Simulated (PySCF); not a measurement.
## Shapes and spin states of HHf(OH)

All numbers come from PBE0 in PySCF with Hf def2-TZVP with ECP60, H def2-TZVP, O def2-TZVP; scalar-relativistic core potentials, no spin–orbit coupling; density-fitted integrals.

Relaxations began from a few typed shapes and spin states; open shells are unrestricted. The search is not exhaustive: other isomers or separated fragments can lie lower, and high-lying points may rest on an excited occupation.

```csv
spin,group,bonds,angles,imaginary modes (cm⁻¹),ΔE (kJ/mol),ΔE with ZPE (kJ/mol)
broken-symmetry Ms = 0 (⟨S²⟩ 0.57),Cs,"Hf–H 1.865 Å, Hf–O 1.898 Å, O–H 0.955 Å","H–Hf–O 129.8°, H–O–Hf 149.0°",none,0.0,0.0
broken-symmetry Ms = 0 (⟨S²⟩ 0.54),Cs,"Hf–H 1.868 Å, Hf–O 1.901 Å, O–H 0.955 Å","H–Hf–O 132.8°, H–O–Hf 148.5°",none,1.8,2.1
"singlet (closed shell, unstable to spin polarisation)",Cs,"Hf–H 1.852 Å, Hf–O 1.890 Å, O–H 0.956 Å","H–Hf–O 129.7°, H–O–Hf 147.8°",none,11.0,11.5
triplet,Cs,"Hf–H 1.886 Å, Hf–O 1.910 Å, O–H 0.954 Å","H–Hf–O 126.1°, H–O–Hf 151.7°",none,22.8,21.8
```

The lowest minimum found is the broken-symmetry Ms = 0 (⟨S²⟩ 0.57) Cs: Hf–H 1.865 Å, Hf–O 1.898 Å, O–H 0.955 Å; H–Hf–O 129.8°, H–O–Hf 149.0°.

For the lowest minimum: the determinant is spin-contaminated (⟨S²⟩ = 0.57, pure value 0.00). The spin densities have lower symmetry than the nuclear frame. Spin–orbit coupling, left out here, can matter for elements this heavy.
